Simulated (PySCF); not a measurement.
**¹⁹F chemical shifts**

All values are calculated (PySCF 2.14): σ from GIAO-PBE0/pcSseg-1, coordinates at the GFN2-xTB level. Equivalent nuclei averaged, single conformer, non-relativistic, in vacuum.

Shieldings were converted by a linear fit to measured shifts: ¹⁹F (scatter 6.0 ppm rms, 7.0 ppm with the 5 outliers that the fit left out vs CFCl3, solution or neat liquid, with a term for F on sp3 carbon). A few per cent of atoms miss by over 2 rms, more outside the fitted compound classes.

Problem. Give the ¹⁹F shifts of `CC[C@@](C)(F)CC(F)F`, `C[C@@H](CF)[C@@](C)(F)CF`, `C#C/C=C(F)/C=C/[SiH3]`, `CC(C)(C)CC(F)(F)F`, `CC[C@@H](C)[C@H](F)C(F)F`.

Solution. 
| compound | environment | δ (ppm) |
| --- | --- | --- |
| [CH3:1][CH2:2][C@@:3]([CH3:4])([F:5])[CH2:6][CH:7]([F:8])[F:9] | F9: fluorine of a CF2 group | -116.1 |
| [CH3:1][CH2:2][C@@:3]([CH3:4])([F:5])[CH2:6][CH:7]([F:8])[F:9] | F8: fluorine of a CF2 group | -120.0 |
| [CH3:1][CH2:2][C@@:3]([CH3:4])([F:5])[CH2:6][CH:7]([F:8])[F:9] | F5: fluorine on an sp3 carbon | -151.5 |
| [CH3:1][C@@H:2]([CH2:3][F:4])[C@@:5]([CH3:6])([F:7])[CH2:8][F:9] | F7: fluorine on an sp3 carbon | -150.5 |
| [CH3:1][C@@H:2]([CH2:3][F:4])[C@@:5]([CH3:6])([F:7])[CH2:8][F:9] | F9: fluorine on an sp3 carbon | -228.9 |
| [CH3:1][C@@H:2]([CH2:3][F:4])[C@@:5]([CH3:6])([F:7])[CH2:8][F:9] | F4: fluorine on an sp3 carbon | -236.5 |
| C#C/C=C(F)/C=C/[SiH3] | vinylic fluorine | -106.9 |
| CC(C)(C)CC(F)(F)F | fluorine of a CF3 group (×3) | -62.7 |
| [CH3:1][CH2:2][C@@H:3]([CH3:4])[C@H:5]([F:6])[CH:7]([F:8])[F:9] | F8: fluorine of a CF2 group | -121.6 |
| [CH3:1][CH2:2][C@@H:3]([CH3:4])[C@H:5]([F:6])[CH:7]([F:8])[F:9] | F9: fluorine of a CF2 group | -132.8 |
| [CH3:1][CH2:2][C@@H:3]([CH3:4])[C@H:5]([F:6])[CH:7]([F:8])[F:9] | F6: fluorine on an sp3 carbon | -217.3 |
